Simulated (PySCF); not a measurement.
**A small calculation by hand: chemical shift, span and skew from a shielding tensor**

Zn(Et) (C2H5Zn), SMILES C[CH2][Zn+], charge +1. Atoms are numbered in the order given.

```xyz
8

Zn    -0.0787     0.9024     0.0000
C      0.6702    -0.9824     0.0000
C     -0.3907    -2.0396     0.0000
H      1.2936    -0.9354     0.9065
H      1.2936    -0.9354    -0.9065
H     -1.0227    -2.0298    -0.8983
H     -1.0227    -2.0298     0.8983
H      0.1434    -3.0107     0.0000
```
Charge +1, spin multiplicity 1.

Geometry: PBE0-D3(BJ)/def2-SVP. The spin state was assumed, not searched. The isomer is the one that the SMILES or the coordinates give; other isomers of the formula were not compared.

GIAO shieldings from PySCF with PBE/pcSseg-1, non-relativistic, no solvent. The symmetric part of the tensor of C2 has the principal values 1.0, 79.0, 174.1 ppm. The same nucleus in TMS has σ = 182.0 ppm at this level (PySCF, at its B3LYP-D3(BJ)/def2-TZVP geometry).

Task: Work out the isotropic shielding, the ¹³C shift against TMS, the span and the skew.

Result: 
σ(iso) = (σ11 + σ22 + σ33)/3 = 84.7 ppm. δ = σ(ref) − σ(iso) = 182.0 − (84.7) = 97.3 ppm.
Span Ω = σ33 − σ11 = 173.1 ppm. Skew κ = 3(σ(iso) − σ22)/Ω = 0.10. Tumbling in solution averages the tensor to δ; in a static solid the shielding alone would spread this spin-1/2 line over Ω.
